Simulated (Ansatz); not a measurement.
Relaxation of CH9NOSi2 (14 atoms, charge 0, multiplicity 1), to a largest force component of 0.02 eV/Å in at most 50 steps.

Theory: RKS B3LYP/6-31G* in Ansatz.

```xyz
14
Properties=species:S:1:pos:R:3
C -1.286 -0.604 1.349
N 0.012 -0.025 1.342
Si 1.036 0.085 0.001
O 1.448 -1.494 -0.342
Si 0.252 1.255 -1.839
H -1.975 -0.019 0.619
H -1.313 -1.627 1.104
H -1.745 -0.416 2.320
H 0.539 -0.423 2.155
H 2.316 0.698 0.548
H 0.590 -2.047 -0.530
H 1.255 1.272 -2.920
H -0.120 2.699 -1.482
H -1.022 0.619 -2.295
```

Task: Where does it end, and by what steps?

Result: The run converged. The force dipped under the threshold on the way, but the program's further checks kept it going. After 12 steps the energy has fallen by 0.619 eV; H11 moved furthest, 0.74 Å.

```
step  energy less start (eV)  largest force component (eV/Å)  accepted
   0                  0.0000                           2.847       yes
   1                 -0.4764                           1.061       yes
   2                 -0.5594                           0.515       yes
   3                 -0.5931                           0.177       yes
   4                 -0.6071                           0.271       yes
   5                 -0.6104                           0.239       yes
   6                 -0.6151                           0.092       yes
   7                 -0.6170                           0.058       yes
   8                 -0.6144                           0.155        no
   9                 -0.6179                           0.018       yes
  10                 -0.6184                           0.029       yes
  11                 -0.6185                           0.031       yes
  12                 -0.6187                           0.014       yes
```

```xyz
14
Properties=species:S:1:pos:R:3
C -1.383 -0.444 1.365
N 0.049 -0.166 1.378
Si 1.133 -0.088 0.034
O 1.702 -1.539 -0.596
Si 0.143 1.183 -1.686
H -1.799 -0.188 0.384
H -1.622 -1.500 1.561
H -1.911 0.166 2.109
H 0.474 -0.327 2.285
H 2.371 0.536 0.563
H 1.067 -2.071 -1.096
H 1.116 1.392 -2.796
H -0.304 2.520 -1.202
H -1.048 0.497 -2.274
```

Whether the end is a true minimum wasn't checked by a vibrational analysis.

Time of the run: 39 s on 2 threads of AMD EPYC 7B13 (Zen 3), with other jobs on the host, peak memory 0.24 GiB.
